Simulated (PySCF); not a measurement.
Al(H)(OH)(SiH3) (AlH5OSi), SMILES [OH][AlH][SiH3]. Atoms are numbered in the order given.

```xyz
8

Al    -0.5477     0.7415     0.0000
H     -2.0503     1.2433     0.0000
O      0.7061     1.8939     0.0000
H      0.5626     2.8419     0.0000
Si     0.1506    -1.6058     0.0000
H     -0.3876    -2.3127     1.1935
H     -0.3876    -2.3127    -1.1935
H      1.6255    -1.7698     0.0000
```

The structure is a stationary point at B3LYP-D3(BJ)/def2-TZVP. The values are those of a single conformer.

Calculation: M06-2X/def2-TZVPD in PySCF.

Mulliken values depend strongly on the basis, most of all with diffuse functions as here. ESP charges are fitted to the potential on shells at 1.4 to 2.0 van der Waals radii. Atomic charges (e):

```tsv
atom	meta-Löwdin	Mulliken	ESP fit
Al1	…	0.42	0.84
H2	…	-0.14	-0.29
O3	…	-0.53	-0.79
H4	0.35	0.36	0.40
Si5	0.12	0.04	-0.10
H6	-0.08	-0.05	-0.03
H7	-0.08	-0.05	-0.03
H8	-0.07	-0.05	0.00
```

Q: Complete the blanks. (The exact figures need the calculation; the answer reports its results.)

A: 
- Al1, meta-Löwdin: 0.72
- H2, meta-Löwdin: -0.16
- O3, meta-Löwdin: -0.80
